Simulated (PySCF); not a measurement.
These are PBE-D3(BJ)/def2-TZVP // r2SCAN-D4/def2-SVP (PySCF) values and carry that method's errors. Isolated molecules, 0 K electronic values unless said otherwise. One relaxed conformer stands for a flexible species; it need not be the lowest. 

Reference species (SMILES): `N[Si](N)(N)N` (neutral, multiplicity 1).

HOMO–LUMO gap: 5.26 eV
HOMO: -5.29 eV

Changed species: `CO[Si](N)(N)N` (1 of 4 NH2 replaced by OCH3; the reference has 0 of 4 NH2 replaced by OCH3).

Give the shifts of the HOMO–LUMO gap and HOMO.

the HOMO–LUMO gap increases by 0.09 eV, to 5.35 eV; the HOMO falls by 0.08 eV, to -5.37 eV.
